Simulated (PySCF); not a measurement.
Species: C2H9ClSi2.
Structure used (PBE0-D3(BJ)/def2-SVP), in Å, numbered top down from 1:
```xyz
14
C2H9ClSi2 angstrom
Si     1.3254    0.5804    1.5849
C      2.4171   -0.2395    0.2766
C      3.4035    0.6815   -0.4495
Si     4.7988    1.3834    0.5931
Cl     5.6873   -0.1783    1.6353
H      0.3013   -0.3946    2.0688
H      2.1319    1.0469    2.7544
H      0.6257    1.7670    0.9981
H      1.7379   -0.7152   -0.4520
H      2.9608   -1.0652    0.7674
H      2.8829    1.5440   -0.9056
H      3.8854    0.1466   -1.2871
H      5.8355    2.0044   -0.2794
H      4.3242    2.3823    1.5921
```

Linear response at wB97X-D/def2-SVPD (PySCF, frozen core in the response, non-relativistic).

Static isotropic polarisability: 91.29 au (13.53 Å³), principal values 83.9, 89.1, 100.8 au.

What is the polarisability at 1064 nm and at the sodium D line?

92.07 au at 1064 nm (+0.9 %), 93.92 au at 589.3 nm (+2.9 %). The rise at 589.3 nm is 3.34 times that at 1064 nm; a pure ω² law gives 3.26. The lowest singlet lies at 166 nm, shorter than both wavelengths.

What is the isotropic C6 coefficient between two such molecules, C6 = (3/π)∫α(iω)² dω?

3132 au (Eh·bohr⁶) by a ten-point quadrature over imaginary frequencies, which is 1870 eV·Å⁶ or 181 J·nm⁶/mol.

Which effective excitation energy ω̄ makes London's formula C6 = (3/4)α²ω̄ exact here?

ω̄ = 4·C6/(3α²) = 0.501 Eh = 13.6 eV. A one-pole form α(ω) = α/(1 − ω²/ω̄²) fitted to the 1064 nm value gives 12.6 eV.

What molar refraction at the D line follows from R = (4π/3)·N_A·α′, with α′ the polarisability volume?

α′ = 13.92 Å³ gives R = 35.11 cm³/mol, for isolated, non-vibrating species.

How many electrons N does the Slater–Kirkwood formula C6 = (3/4)·√N·α^(3/2) need to give this C6?

N = (4·C6/3)²/α³ = 22.9; the species has 66 electrons in all.

What n − 1 at the D line would an ideal gas of it have at 273.15 K and 1 atm (2.6868 × 10¹⁹ cm⁻³), by n − 1 = 2π·N·α′?

23.50 × 10⁻⁴, a formal value whether or not that pressure can be reached.

How anisotropic is the static polarisability, by Δα² = ½[(α1 − α2)² + (α2 − α3)² + (α3 − α1)²]?

Δα = 15.0 au, or 0.16 of the isotropic value.

Cost: about 70 s of CPU time on one thread; the machine was shared, so the figure is rough. This is the whole response run at wB97X-D/def2-SVPD, SCF included.

One conformer stands for the species.

The pairwise dispersion term of wB97X-D wasn't added to the energies; at a given geometry it leaves orbitals and properties as they are.
